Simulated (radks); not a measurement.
The selenium anion Se2-, [Kr], held by a Watson sphere: a shell of charge +1.6 at radius R that stands for the Madelung well of a crystal (potential energy -1.6/R inside, -1.6/r outside, in hartree with lengths in bohr). Calculated with a radial shooting solver on a logarithmic mesh with Libxc functionals: scalar-relativistic Kohn-Sham, r2SCAN, spin-unpolarised, spherical densities, finite nucleus; meta-GGA in the generalised Kohn-Sham scheme; Fermi nuclear charge, rms radius of each element as measured or else 0.836 A^(1/3) + 0.57 fm.

R (bohr) = 2.41: e(3d) (eV) -49.154; e(4s) (eV) -15.028; e(4p) (eV) -4.542; <r> 4p (bohr) 2.391; sum of <r^2> (bohr^2) 57.02; X-ray form factor at sin(theta)/lambda = 0.1 1/angstrom 32.553
R (bohr) = 3.16: e(3d) (eV) -48.700; e(4s) (eV) -13.761; e(4p) (eV) -3.637; <r> 4p (bohr) 2.558; sum of <r^2> (bohr^2) 63.81; X-ray form factor at sin(theta)/lambda = 0.1 1/angstrom 32.294
R (bohr) = 3.34: e(3d) (eV) -48.600; e(4s) (eV) -13.513; e(4p) (eV) -3.422; <r> 4p (bohr) 2.594; sum of <r^2> (bohr^2) 65.38; X-ray form factor at sin(theta)/lambda = 0.1 1/angstrom 32.242
R (bohr) = 4.24: e(3d) (eV) -48.077; e(4s) (eV) -12.518; e(4p) (eV) -2.454; <r> 4p (bohr) 2.751; sum of <r^2> (bohr^2) 72.86; X-ray form factor at sin(theta)/lambda = 0.1 1/angstrom 32.039
R (bohr) = 4.73: e(3d) (eV) -47.800; e(4s) (eV) -12.106; e(4p) (eV) -2.014; <r> 4p (bohr) 2.823; sum of <r^2> (bohr^2) 76.76; X-ray form factor at sin(theta)/lambda = 0.1 1/angstrom 31.961
R (bohr) = 5: e(3d) (eV) -47.655; e(4s) (eV) -11.909; e(4p) (eV) -1.798; <r> 4p (bohr) 2.860; sum of <r^2> (bohr^2) 78.90; X-ray form factor at sin(theta)/lambda = 0.1 1/angstrom 31.925
R (bohr) = 5.21: e(3d) (eV) -47.548; e(4s) (eV) -11.768; e(4p) (eV) -1.642; <r> 4p (bohr) 2.888; sum of <r^2> (bohr^2) 80.57; X-ray form factor at sin(theta)/lambda = 0.1 1/angstrom 31.901
R (bohr) = 5.29: e(3d) (eV) -47.508; e(4s) (eV) -11.717; e(4p) (eV) -1.585; <r> 4p (bohr) 2.898; sum of <r^2> (bohr^2) 81.21; X-ray form factor at sin(theta)/lambda = 0.1 1/angstrom 31.892
